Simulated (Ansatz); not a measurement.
C2H6BFSe (`C[Se]BCF`). Total charge 0; spin multiplicity 1. The geometry is a stationary point of PBE0-D4/def2-TZVP. It is one conformer, not always the lowest.

```xyz
11

C    -1.088    0.139    2.053
Se   -1.312    0.154    0.116
B     0.480   -0.094   -0.468
C     0.807   -0.084   -2.002
F     2.117   -0.469   -2.266
H    -1.774   -0.594    2.473
H    -1.319    1.128    2.443
H    -0.061   -0.129    2.286
H     1.336   -0.239    0.351
H     0.145   -0.741   -2.578
H     0.670    0.928   -2.408
```

(1) What is the dipole moment at B3LYP/def2-TZVPP? (Estimate.)

(2) And with PBE, r2SCAN, ωB97M-V? (An estimate is asked.)

(3) Give the Mulliken charges with B3LYP, ωB97M-V, r2SCAN in def2-TZVPP. (An estimate is asked.)

Results:

(1) Computed: 2.51 D, with components (-1.75, 0.53, 1.72) D in this frame, pointing from negative to positive charge.

(2) The calculation gave: PBE 2.49 D, r2SCAN 2.47 D, ωB97M-V 2.42 D.

(3) Computed: 
```json
{"atom": "C1", "B3LYP": "-0.36", "ωB97M-V": "-0.40", "r2SCAN": "-0.24"}
{"atom": "Se2", "B3LYP": "0.05", "ωB97M-V": "0.05", "r2SCAN": "0.06"}
{"atom": "B3", "B3LYP": "-0.14", "ωB97M-V": "-0.19", "r2SCAN": "-0.12"}
{"atom": "C4", "B3LYP": "0.07", "ωB97M-V": "0.04", "r2SCAN": "0.11"}
{"atom": "F5", "B3LYP": "-0.26", "ωB97M-V": "-0.25", "r2SCAN": "-0.26"}
{"atom": "H6", "B3LYP": "0.13", "ωB97M-V": "0.15", "r2SCAN": "0.10"}
{"atom": "H7", "B3LYP": "0.13", "ωB97M-V": "0.15", "r2SCAN": "0.10"}
{"atom": "H8", "B3LYP": "0.13", "ωB97M-V": "0.14", "r2SCAN": "0.10"}
{"atom": "H9", "B3LYP": "0.05", "ωB97M-V": "0.09", "r2SCAN": "0.02"}
{"atom": "H10", "B3LYP": "0.10", "ωB97M-V": "0.11", "r2SCAN": "0.06"}
{"atom": "H11", "B3LYP": "0.10", "ωB97M-V": "0.11", "r2SCAN": "0.06"}
```

B3LYP here is the variant with VWN-RPA as its local correlation; programs differ in this.
